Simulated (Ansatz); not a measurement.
Input file for C3H7BO (`CC1CB1O`):

```yaml
crystal:
  periodic: [false, false, false]
  atoms:
    - {symbol: C, position_ang: [-1.211550, -0.322654, 1.006935]}
    - {symbol: C, position_ang: [0.204466, 0.024898, 0.618646]}
    - {symbol: C, position_ang: [0.850440, -0.716155, -0.613013]}
    - {symbol: B, position_ang: [0.570523, 0.781280, -0.645031]}
    - {symbol: O, position_ang: [0.563321, 1.949040, -1.304792]}
    - {symbol: H, position_ang: [-1.640108, 0.440659, 1.661369]}
    - {symbol: H, position_ang: [-1.858259, -0.392517, 0.127479]}
    - {symbol: H, position_ang: [-1.262387, -1.283391, 1.529030]}
    - {symbol: H, position_ang: [0.886124, 0.104706, 1.464570]}
    - {symbol: H, position_ang: [1.850729, -1.115852, -0.471897]}
    - {symbol: H, position_ang: [0.197490, -1.404439, -1.146424]}
    - {symbol: H, position_ang: [0.926310, 1.879322, -2.192871]}
basis:
  gaussian: {orbitals: def2-SVP}
correlation: {method: ccsd_t}
```

```sh
$ ansatz run in.yaml --threads 4 --pin off --events-out ev --progress --plain
```

Output of Ansatz, abridged:

```
Functional definition: HF
1072 factors; integrals over basis functions are off by at most 1.3e-3 eV
mean field evaluation 1: about -5902.9363 eV, gradient 3.8e1 eV
mean field evaluation 2: about -5903.0432 eV, gradient 3.8e1 eV
mean field evaluation 4: about -5906.7021 eV, gradient 3.8e0 eV
mean field evaluation 8: about -5906.7544 eV, gradient 3.2e-4 eV
mean field -5906.75439996 eV, -217.0692204567 hartree, gradient 9.6e-6 eV, S^2 0.000000; 0 other end points of the search recorded, 0 dependent functions left out
5 core orbitals not correlated: weight in the atoms' cores, before any rotation towards them, 1.000 or more for the frozen orbitals, at most 0.000 for the correlated occupied ones
reference -5906.75439996 eV, -217.0692204567 hartree; 14, 14 occupied and 86, 86 virtual orbitals, 1072 factors
second order -18.66909853 eV of doubles, -0.00000000 eV of singles
cycle   1  -19.40366806 eV  change   -7.3e-1 eV  update   9.2e-2
cycle   2  -19.86442014 eV  change   -4.6e-1 eV  update   2.7e-2
cycle   3  -19.97160938 eV  change   -1.1e-1 eV  update   1.4e-2
cycle   4  -19.96895403 eV  change    2.7e-3 eV  update   3.7e-3
cycle   5  -19.96872783 eV  change    2.3e-4 eV  update   1.5e-3
cycle   6  -19.96877257 eV  change   -4.5e-5 eV  update   4.6e-4
cycle   7  -19.96853061 eV  change    2.4e-4 eV  update   1.5e-4
cycle   8  -19.96850903 eV  change    2.2e-5 eV  update   4.1e-5
cycle   9  -19.96851433 eV  change   -5.3e-6 eV  update   1.2e-5
perturbative correction -0.59753636 eV, -0.0219590561 hartree
Total energy: -5927.32045065 eV, -217.8250088793 hartree
```

Hardware: 4 threads of a server CPU on a shared host. Wall time 4.3 s, peak host memory 0.51 GiB.

Correlation energy per correlated electron: -0.735 eV. T1 diagnostic: 0.0115.
